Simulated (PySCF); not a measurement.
## Towards the basis-set limit for SbC

State: ²Σ⁺, doublet, unpaired electrons σ ↑. De refers to Sb + C. ROHF-based CCSD(T) in PySCF 2.14 with Sb cc-pwCVDZ-PP with ECP28, C aug-cc-pVDZ and Sb cc-pwCVTZ-PP with ECP28, C aug-cc-pVTZ (frozen core orbitals: 5; scalar-relativistic core potentials). Correlation energies are extrapolated as n⁻³ (n = 2, 3), Hartree–Fock as (n+1)·exp(−9√n).

```csv
Level,Re (Å),ωe (cm⁻¹),ωexe (cm⁻¹),αe (cm⁻¹),De (eV)
CCSD(T)/DZ,1.9073,816.6,4.70,0.00307,3.033
CCSD(T)/TZ,1.8908,841.8,4.43,0.00294,3.439
HF/CBS,1.8332,993.2,4.31,0.00258,-0.059
MP2/CBS,1.8986,823.5,2.19,0.00244,3.928
CCSD/CBS,1.8652,901.7,4.11,0.00269,2.975
CCSD(T)/CBS,1.8860,849.9,4.35,0.00290,3.569
```

Question: How much is left between CCSD(T)/TZ and the basis-set limit, and how much do the triples give at the limit?

Answer: CCSD(T)/CBS less CCSD(T)/TZ: -4.8 mÅ in Re, +8.1 cm⁻¹ in ωe and +0.130 eV in De. CCSD(T)/CBS less CCSD/CBS: +20.8 mÅ in Re, -51.8 cm⁻¹ in ωe and +0.594 eV in De.

The T1 diagnostic is 0.034. The state was picked by a PBE0 search and need not be the measured ground state. Spin–orbit coupling, excitations beyond (T) and corrections to the Born–Oppenheimer picture are left out, and spin–orbit coupling matters for open p, d or f shells this heavy.

The whole job (state search and all basis sets along the bond) took about 38 min on 4 threads of Arm Neoverse V2 (shared host), peak memory 11 GiB.
